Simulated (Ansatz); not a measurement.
A structure relaxed at PBE0-D4/def2-TZVP, charge 0, multiplicity 1:

```
atom    x (Å)    y (Å)    z (Å)
  C1  -0.7055  -1.4221   0.7263
 Al2  -1.5066   0.2773   0.2032
 Se3  -0.2272   1.9444  -0.7592
  C4   1.5381   1.0829  -0.7446
  H5  -0.7493  -2.1334  -0.1059
  H6   0.3444  -1.3234   1.0124
  H7  -1.2473  -1.8742   1.5617
  H8  -3.0449   0.6225   0.3640
  H9   1.4800   0.0794  -1.1586
 H10   2.1872   1.6947  -1.3681
 H11   1.9311   1.0520   0.2689
```

**Question.** Give its formula and SMILES.

**Answer.** C2H7AlSe, `[CH3][AlH][Se]C`.

**Question.** Summarise the bond lengths by kind.

**Answer.** 1 × Al–C 1.950 Å; 6 × C–H 1.087 to 1.096 Å; 1 × Al–Se 2.311 Å; 1 × Al–H 1.585 Å; 1 × C–Se 1.964 Å.

All numbers were calculated with Ansatz.
